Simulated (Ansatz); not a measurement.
Saddle point of GeH2ClF3, closed shell (GeClF₃ ([F][Ge]([F])([F])[Cl]) + H₂ → GeHF₃ ([F][GeH]([F])[F]) + HCl; bonds formed: Ge1–H7, Cl2–H6; bonds broken: Ge1–Cl2, H6–H7), PBE0-D4/def2-TZVP structure:

Ge1  (-0.326, 0.339, 0.030)
Cl2  (0.907, -1.278, -1.308)
F3  (-1.153, 0.802, -1.395)
F4  (-1.642, -0.203, 0.980)
F5  (0.393, 1.833, 0.452)
H6  (1.062, -1.020, 0.187)
H7  (0.759, -0.473, 1.055)
(Å)

Energies are electronic, without zero-point energy. Barriers and step energies count from the start structure reached by relaxing down the imaginary mode; all methods use the PBE0-D4 structures, on which another method's saddle can fall below an end. Computed with Ansatz 0.2.0 (basis: def2-TZVPP, with def2-QZVPP for the basis limit); correlated methods freeze the cores. Filled d shells of the heavier atoms are correlated. The def2 sets are not built for correlating such inner shells, so the correlated values are less sure here. B3LYP uses VWN-RPA correlation. Extrapolation: Hartree–Fock as exp(−7.88 √X), correlation as X^−2.97.

| method | barrier (kJ/mol) | step energy (kJ/mol) |
| --- | --- | --- |
| SPW92 | 150.1 | 13.4 |
| PBE-D4 | 187.4 | 25.5 |
| BLYP-D4 | ? | 24.5 |
| r2SCAN-D4 | ? | 30.8 |
| B97M-V | 214.1 | 26.0 |
| PBE0-D4 | 208.5 | 24.9 |
| B3LYP-D4 | 221.5 | 23.1 |
| r2SCAN0-D4 | 218.8 | 28.6 |
| BHLYP-D4 | 245.4 | 22.6 |
| CAM-B3LYP-D4 | ? | 18.6 |
| wB97X-V | 231.8 | 25.2 |
| wB97M-V | 227.2 | 25.1 |
| B2PLYP | 230.0 | 25.0 |
| PBE-QIDH | 227.5 | 27.6 |
| RPA on PBE | 233.2 | 24.6 |
| HF | 299.1 | 23.6 |
| MP2 | 236.5 | 31.4 |
| CCSD | 246.7 | 22.9 |
| CCSD(T) | 235.9 | 25.9 |

**Question.** Fill in the withheld barriers. (To be estimated.)

**Answer.** By the calculation: CAM-B3LYP-D4 227.4; r2SCAN-D4 203.7; BLYP-D4 207.0 kJ/mol. Each is the energy of the saddle less that of the start structure, by the same method.

For comparison, the barrier by CCSD(T) at an estimated basis limit (MP2 extrapolated from triple and quadruple zeta, plus CCSD(T) − MP2 in triple zeta) is 235.7 kJ/mol.

T1 diagnostic: at most 0.013. The start structure is not quite a true minimum (one mode of 83i cm⁻¹).

Labels in which every atom is bracketed show which atoms are joined, not bond orders.

For scale, one of the runs: CCSD(T)/def2-TZVPP, 211 basis functions, launched by `ansatz run in.yaml --threads 8 --pin off --events-out ev --progress --plain --max-ram 19148MiB`. The run took 41 s on 8 CPU threads of an Intel Xeon Platinum 8488C (shared host), with 3.3 GiB of host memory at its peak.
